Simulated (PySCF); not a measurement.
Al(Cl)(Me)(SiMe3) (C4H12AlClSi), SMILES [CH3][Al]([Cl])[Si](C)(C)C.

Geometry optimised at PBE-D3(BJ)/def2-SVP. One conformer was computed; it need not be the lowest.

The numbers are results of PBE0/def2-SVP in PySCF, not measurements.

```json
{
 "total_energy": "-1150.87327 hartree",
 "highest_occupied_level": "-6.82 eV",
 "lowest_empty_level": "-1.30 eV",
 "orbital_gap": "5.52 eV",
 "dipole_moment": "2.24 D",
 "quadrupole, principal values (traceless, Buckingham form, about the centre of nuclear charge)": "-8.31, 2.41, 5.90 D·Å",
 "mean_static_polarisability": "105.1 bohr³ (15.57 Å³)",
 "polarisability_principal_values": "90.6, 106.7, 118.0 bohr³"
}
```
